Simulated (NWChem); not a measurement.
Molecule: SrF$_{2}$; SMILES [F][Sr][F]

Results from NWChem. Medium grid unless said otherwise, to which SCAN and Minnesota functionals are sensitive. Structure relaxed at the PBE0/def2-SVP level. No frequency run checked for a minimum. def2 effective core potentials on Sr; no spin-orbit coupling. B3LYP is NWChem's, with the RPA form of VWN correlation. Total energies of different functionals are on different scales.

| level | energy (Ha) | highest occupied level (eV) | orbital gap (eV) | dipole (D) |
|---|---|---|---|---|
| B3LYP/def2-SVP | -230.3827 | -7.83 | 5.71 | 5.91 |
| PBE/def2-SVP | -230.1845 | (withheld) | (withheld) | 5.64 |
| HCTH/407/def2-SVP | -230.4607 | -6.58 | 3.73 | 5.72 |
| PW91/def2-SVP | -230.3401 | -6.40 | 3.78 | 5.65 |
| LDA (Slater exchange, VWN5)/def2-SVP | -229.0015 | -6.53 | 4.09 | 5.58 |
| Hartree-Fock/def2-SVP | -229.1957 | -13.08 | 12.76 | 6.66 |
| BP86/def2-SVP | -230.4130 | -6.38 | 4.22 | 5.65 |
| SCAN/def2-SVP | -230.3260 | -6.61 | 4.80 | 5.92 |
| TPSSh/def2-SVP | -230.3576 | -7.08 | 5.07 | 5.89 |
| LC-BLYP (range parameter 0.33 per bohr)/def2-SVP | -229.9732 | -10.37 | 9.64 | 5.92 |
| r2SCAN0/def2-SVP | -230.2511 | -8.38 | 6.95 | 6.15 |

### Question
Fill in the missing entries.

### Answer

- PBE/def2-SVP, highest occupied level (eV): -6.30
- PBE/def2-SVP, orbital gap (eV): 3.90
